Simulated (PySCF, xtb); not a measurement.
FHOZn, SMILES [OH][Zn][F]. Other conformers were not sampled.

Harmonic wavenumbers (cm⁻¹) from GFN2-xTB in xtb at its own minimum, in rising order: 107, 291, 427, 528, 743, 3656.

Problem. What does PySCF with ωB97X-D3(BJ)/def2-TZVP give at its own minimum? (An estimate is asked for; the answer gives what the named calculation found.)

Solution. 165, 171, 608, 752, 790, 3915. Paired by order, the mean absolute difference is 148 cm⁻¹ and the zero-point energies are 8.2 and 9.2 kcal/mol.
